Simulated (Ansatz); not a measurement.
The same path of C₂H₁₀BFSi₂ (16 atoms, charge 0, multiplicity 1) was run 3 times with different band settings. The coordinate that changes most is the dihedral H7–C1–B2–Si5.

The calculation used RKS LDA/def2-SVP (Ansatz 0.2.0).

Relaxed end points:

```xyz
16
Properties=species:S:1:pos:R:3
C -0.841 -0.890 1.559
B -0.195 0.156 0.603
C 1.318 0.226 0.336
Si 1.159 -0.868 -1.214
Si -1.205 1.520 -0.467
F -0.140 1.944 -1.654
H -0.179 -1.743 1.824
H -1.835 -1.270 1.241
H -1.027 -0.332 2.512
H 1.721 1.194 -0.024
H 1.992 -0.281 1.059
H 1.648 -2.259 -0.914
H 1.872 -0.281 -2.397
H -0.311 -0.995 -1.566
H -1.526 2.786 0.296
H -2.474 1.070 -1.150
```

```xyz
16
Properties=species:S:1:pos:R:3
C -0.880 -0.883 1.539
B -0.266 0.170 0.572
C 1.249 0.394 0.429
Si 1.352 -0.807 -1.046
Si -1.313 1.346 -0.672
F -0.194 1.819 -1.788
H -1.791 -1.395 1.162
H -1.216 -0.297 2.431
H -0.156 -1.638 1.919
H 1.578 1.377 0.034
H 1.904 0.012 1.240
H 1.942 -2.117 -0.600
H 2.120 -0.224 -2.196
H -0.055 -1.106 -1.523
H -1.841 2.609 -0.027
H -2.456 0.715 -1.431
```

Common settings: spring 5.0 eV/Å²; optimiser quadratic models (default); start path IDPP; force threshold 0.05 eV/Å; iteration limit 60; end points relaxed.

| run | movable images | climbing image |
| --- | --- | --- |
| 1 | 7 | yes |
| 2 | 3 | yes |
| 3 | 2 | no |

(1) What does each run give, and how far can it be trusted?

Answers

(1) Run 1: converged after 5 iterations, highest image 0.028 eV above the first end. A vibrational analysis at the climbing image gives one clearly imaginary mode, 116i cm⁻¹: a first-order saddle point.
Run 2: converged after 6 iterations, highest image 0.028 eV above the first end. Another band between the same ends (7 images) ends at a top of the same energy, where a vibrational analysis finds 1 clearly imaginary mode. So few images can step over the top or miss a turn of the path.
Run 3: converged after 5 iterations, highest image 0.026 eV above the first end. No image climbed, so the highest image needn't sit at the top of the path. So few images can step over the top or miss a turn of the path.
